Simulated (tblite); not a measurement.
Species: C4H13NSi2.
SMILES with atom numbers: `[CH2:1]=[CH:2][CH2:3][CH2:4][SiH2:5][NH:6][SiH3:7]` (hydrogens: H8, H9 on C1; H10 on C2; H11, H12 on C3; H13, H14 on C4; H15, H16 on Si5; H17 on N6; H18, H19, H20 on Si7)

Geometry (GFN2-xTB, Å), atoms numbered from 1 in this order:
```xyz
20
C4H13NSi2 angstrom
C      3.9901   -0.3599   -0.5360
C      3.0112    0.3102    0.0422
C      1.7174   -0.2883    0.4916
C      0.5317    0.3470   -0.2345
Si    -1.1236   -0.3938    0.3227
N     -2.3660    0.4164   -0.5662
Si    -4.0785    0.2391   -0.3901
H      4.9009    0.1173   -0.8563
H      3.9227   -1.4220   -0.7083
H      3.1033    1.3778    0.2007
H      1.6014   -0.1287    1.5671
H      1.7251   -1.3647    0.3122
H      0.6686    0.2109   -1.3094
H      0.5437    1.4238   -0.0555
H     -1.1405   -1.8424    0.0650
H     -1.3602   -0.1566    1.7507
H     -2.0639    0.9170   -1.3851
H     -4.6680    1.1880   -1.3344
H     -4.4945   -1.1321   -0.7000
H     -4.4260    0.5516    0.9950
```

Computed with GFN2-xTB (tblite): harmonic, unscaled wavenumbers at the GFN2-xTB geometry, gas phase. This tight-binding method is rough: wavenumbers can miss measured ones by several per cent, in bad cases by 10 to 20. Modes of hydrogen on silicon can be 10 to 20 % off. One conformer, not necessarily the lowest.

Harmonic wavenumbers (cm⁻¹): 29.3, 34.3, 54.8, 73.3, 78.7, 99.6, 186.7, 209.9, 225.4, 311.0, 426.2, 479.6, 549.3, 575.2, 609.3, 622.8, 730.3, 731.4, 736.4, 758.9, 784.0, 796.6, 802.4, 831.9, 891.5, 909.2, 950.4, 989.3, 1023.7, 1061.2, 1078.4, 1179.9, 1197.0, 1225.0, 1266.5, 1290.5, 1334.4, 1418.5, 1484.1, 1486.4, 1719.8, 2179.4, 2223.9, 2229.2, 2255.7, 2265.9, 2948.2, 2963.0, 2977.2, 2987.2, 3046.0, 3095.5, 3120.4, 3485.9.

A = 8875, B = 491.8, C = 482.4 MHz; mass 131.059 u (most abundant isotopes); point group C1, symmetry number 1.

**Question.** What is the zero-point energy?

**Answer.** Half the sum of the wavenumbers: 33510 cm⁻¹ = 400.87 kJ/mol.

**Question.** Give the ideal-gas entropy at 298.15 K and 1 bar in the rigid-rotor, harmonic-oscillator model (classical rotation).

**Answer.** Translation 169.66, rotation 123.07, vibration 173.28: S = 466.0 J/(mol K).

**Question.** And Cp and H(298.15 K) − H(0)?

**Answer.** Cp = 182.49 J/(mol K), of which vibrations give 149.23 (their classical limit is 54 R = 449.0); H(298.15 K) − H(0) = 34.08 kJ/mol without the zero-point energy, 24.17 from vibrations.

**Question.** How do the functions run with temperature in this model?

**Answer.** 
```csv
T (K),S (J/(mol K)),Cp (J/(mol K)),H − H(0) (kJ/mol),G − H(0) (kJ/mol),ln q(vib)
150,367.2,114.6,12.20,-42.88,5.92
250,435.9,159.7,25.84,-83.14,9.49
400,526.0,226.5,54.97,-155.41,14.35
600,630.9,291.4,107.19,-271.37,20.39
900,761.9,353.7,204.72,-480.99,28.65
```

q(vib) and H(0) count from the zero-point level.

**Question.** Which modes carry the vibrational entropy at 298.15 K?

**Answer.** 29.3 cm⁻¹: 24.59; 34.3 cm⁻¹: 23.28; 54.8 cm⁻¹: 19.40; 73.3 cm⁻¹: 17.00; 78.7 cm⁻¹: 16.41; 99.6 cm⁻¹: 14.49 J/(mol K); the other 48 give 58.12 together.

**Question.** Blend soft modes into free rotors: weight 1/[1 + (100 cm⁻¹/ν̃)⁴] for the oscillator and the rest for a rotor with moment μB/(μ + B), μ = h/(8π²ν), B = 10⁻⁴⁴ kg m². What vibrational entropy results?

**Answer.** 147.82 J/(mol K) in place of 173.28, which changes −T·S at 298.15 K by +7.59 kJ/mol.

Hindered rotation and anharmonicity are outside this model. Other conformers, if any are populated, would add a mixing term that is left out. The structure is chiral; the term R ln 2 for an equal mix with its mirror image is left out.
